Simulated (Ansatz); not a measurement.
Cartesian coordinates in Å:
```
Cl -0.547 -0.485 -2.809
C -0.396 -0.028 -1.166
B 0.534 -0.641 -0.211
Si 0.202 0.311 1.384
H -1.090 0.779 -0.945
H 1.307 -1.522 -0.414
H -0.819 1.391 1.423
H 0.809 0.196 2.739
```

Total charge 0; spin multiplicity 1. The bonds changed during the relaxation, so this is another structure than the one it started from.

Question: List the ωB97M-V/def2-TZVPP orbital energies in eV (Ansatz). (An estimate is asked.)

Answer: The calculation gave: Occupied: -2772.18, -1807.95, -283.16, -262.54, -200.06, -199.89, -199.85, -186.67, -149.03, -103.25, -103.09, -103.03, -26.95, -21.25, -18.00, -16.18, -14.79, -13.22, -12.61, -12.44, -11.14, -10.49, -8.62. Lowest empty: -1.35, 2.26, 2.40, 2.50, 2.64, 2.99, 3.47, 4.42.
